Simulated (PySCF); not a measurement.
# Spinor energies of Re⁵⁴⁺ (rhenium, charge +54)

Start: [Ar] 3d3; 3d3/2 filled at m_j = -1/2, +1/2, +3/2. Calculated with PySCF 2.14 in an uncontracted even-tempered set (15 s from 15 bohr⁻², ratio 2.8; 12 p from 20 bohr⁻², ratio 2.8; 8 d from 20 bohr⁻², ratio 2.8; 3 f from 63 bohr⁻², ratio 3): generalised Hartree-Fock with the X2C-1e Hamiltonian and a Gaussian nucleus; one run each with spin-orbit coupling (SO) switched off, then screened by Boettger's factors.

```json
{"spinor shell": "1s1/2", "electrons": "2", "ε, spin-free (eV)": "-75734.1", "ε, screened SO (eV)": "-75706.2", "weight of nominal j (screened SO)": "1.000", "rms radius, screened SO (bohr)": "0.0204"}
{"spinor shell": "2s1/2", "electrons": "2", "ε, spin-free (eV)": "-16200.7", "ε, screened SO (eV)": "-16189.6", "weight of nominal j (screened SO)": "1.000", "rms radius, screened SO (bohr)": "0.0818"}
{"spinor shell": "2p1/2", "electrons": "2", "ε, spin-free (eV)": "-14610.6", "ε, screened SO (eV)": "-15660.0", "weight of nominal j (screened SO)": "1.000", "rms radius, screened SO (bohr)": "0.0694"}
{"spinor shell": "2p3/2", "electrons": "4", "ε, spin-free (eV)": "-14610.6", "ε, screened SO (eV)": "-14179.4", "weight of nominal j (screened SO)": "1.000", "rms radius, screened SO (bohr)": "0.0766"}
{"spinor shell": "3s1/2", "electrons": "2", "ε, spin-free (eV)": "-6123.7", "ε, screened SO (eV)": "-6120.1", "weight of nominal j (screened SO)": "1.000", "rms radius, screened SO (bohr)": "0.202"}
{"spinor shell": "3p1/2", "electrons": "2", "ε, spin-free (eV)": "-5637.8", "ε, screened SO (eV)": "-5911.8", "weight of nominal j (screened SO)": "1.000", "rms radius, screened SO (bohr)": "0.192"}
{"spinor shell": "3p3/2", "electrons": "4", "ε, spin-free (eV)": "-5637.8", "ε, screened SO (eV)": "-5522.7", "weight of nominal j (screened SO)": "1.000", "rms radius, screened SO (bohr)": "0.206"}
{"spinor shell": "3d3/2", "electrons": "3", "ε, spin-free (eV)": "-5210.5", "ε, screened SO (eV)": "-5246.2", "weight of nominal j (screened SO)": "0.998", "rms radius, screened SO (bohr)": "0.176"}
```

```csv
quantity,spin-free,screened SO
E (hartree),-13911.35630,-13936.21301
M_J,3/2,3/2
⟨J²⟩,6.750,3.763
⟨L²⟩,12.000,7.633
⟨S²⟩,3.750,2.082
```

Each row is a mean over spinors that exchange with the open shell spreads, by up to 25.335 eV (3p1/2).

Breit and QED terms are absent; they matter most for the inner s and p1/2 levels.

Densities and radii are taken from the X2C orbitals without a picture-change correction, which distorts them close to the nucleus.

Without spin-orbit coupling the j labels of p, d and f shells carry no meaning; the spin-free column gives the mean over the occupied spinors of each nl shell, and its ⟨J²⟩ belongs to a mixture of degenerate components.
